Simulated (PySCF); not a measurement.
**Steps of a relaxation of [OsO2F3]+**

[OsO2F3]+ (singlet). PySCF 2.14.0, RKS PBE0, Os def2-SVP with ECP60, O def2-SVP, F def2-SVP; non-relativistic Hamiltonian with scalar-relativistic core potentials where named; density fitting; no spin-orbit coupling. Origin of the start: template. Columns: position (Å) and force (eV/Å). Energies are counted from the last step; some of the 14 steps are shown. Forces carry noise of the integration grid, about 0.01 to 0.03 eV/Å.

Run from Python with OMP_NUM_THREADS=2. Where DIIS fails, smearing, a level shift and second-order steps follow.
It took 47 s on 2 threads of Arm Neoverse V1, with other jobs on the host, from the converged density of the start.

```xyz
6
step 0  E = 5.556 eV
Os    0.0298    0.0000    0.0132   -11.99    0.00   -9.18
O     0.0298    0.0000    1.4784    -0.31    0.00   22.14
O     1.4567    0.0000   -0.3197    23.63    0.00   -6.08
F     0.0298    1.6415   -0.3698    -1.32    8.16   -2.01
F    -1.6117    0.0000   -0.3698    -8.70    0.00   -2.85
F     0.0298   -1.6415   -0.3698    -1.32   -8.16   -2.01
```

```xyz
6
step 4  E = 0.083 eV
Os    0.0800    0.0000    0.0463    -0.21    0.00   -0.05
O     0.0718    0.0000    1.6902     0.09    0.00    0.12
O     1.6787    0.0000   -0.4090    -0.04    0.00   -0.10
F    -0.1006    1.7562   -0.3735     0.05    0.11    0.09
F    -1.6653    0.0000   -0.5179     0.06    0.00   -0.15
F    -0.1006   -1.7562   -0.3735     0.05   -0.11    0.09
```

```xyz
6
step 9  E = 0.002 eV
Os    0.0583    0.0000    0.0471     0.11    0.00    0.00
O     0.1854    0.0000    1.6946     0.01    0.00   -0.02
O     1.5866    0.0000   -0.5875    -0.05    0.00    0.02
F    -0.1676    1.8001   -0.1199    -0.04   -0.12    0.00
F    -1.5311    0.0000   -0.8517     0.00    0.00   -0.01
F    -0.1676   -1.8001   -0.1199    -0.04    0.12    0.00
```

Q: Where does the relaxation end?

A: It converges at step 13 in C2v:
```xyz
6
step 13  E = 0
Os    0.0616    0.0000    0.0487
O     0.2063    0.0000    1.6957
O     1.5825    0.0000   -0.5998
F    -0.1884    1.7953   -0.0984
F    -1.5096    0.0000   -0.8851
F    -0.1884   -1.7953   -0.0984
```

Q: How did the contacts change?

A: 
```csv
contact,start (Å),end (Å)
Os1–O2 (O),1.465,1.653
Os1–O3 (O),1.465,1.653
Os1–F4 (F),1.686,1.819
Os1–F5 (F),1.686,1.828
Os1–F6 (F),1.686,1.819
```
